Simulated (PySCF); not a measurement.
**One molecule, a ladder of functionals, a line**

Molecule: SMILES C(=C)[Si@@H](Cl)N=C, C₃H₆ClNSi.

Structure with atom numbers: `[CH2:1]=[CH:2][Si@@H:3]([Cl:4])[N:5]=[CH2:6]`. Hydrogens are named by the atom that carries them. Ha(C1), Ha(C6) are cis to Si3; Hb(C1), Hb(C6) are trans to Si3.

GIAO shieldings (ppm, equivalent atoms averaged) in PySCF on the PBE0-D3(BJ)/def2-SVP geometry, basis pcSseg-1, gas phase, non-relativistic:

```tsv
functional	exact exchange (%)	σ(C6)	σ(Si3)	σ(Cl4)
BLYP	0	-0.5	341.8	920.2
BP86	0	2.2	348.7	924.8
PBE	0	2.3	349.3	925.0
B3LYP	20	1.2	354.1	938.5
PBE0	25	4.7	364.9	947.7
BHandHLYP	50	4.9	373.7	961.1
HF	100	14.6	410.0	994.1
```

(1) Fit each shielding as a line in the percentage of exact exchange.

(2) What does the line predict for mPW1PW91 (25 %), and what does the run give?

Results:

(1) σ(C6) = 0.7 + 0.13 x (rms 1.6 ppm); σ(Si3) = 345.8 + 0.63 x (rms 3.4 ppm); σ(Cl4) = 924.7 + 0.71 x (rms 2.7 ppm). The functionals also differ in their semilocal parts, which the line can't hold; Hartree–Fock has no correlation at all.

(2) σ(C6): 4.0 predicted, 4.1 computed; σ(Si3): 361.6 predicted, 363.8 computed; σ(Cl4): 942.5 predicted, 947.6 computed ppm.
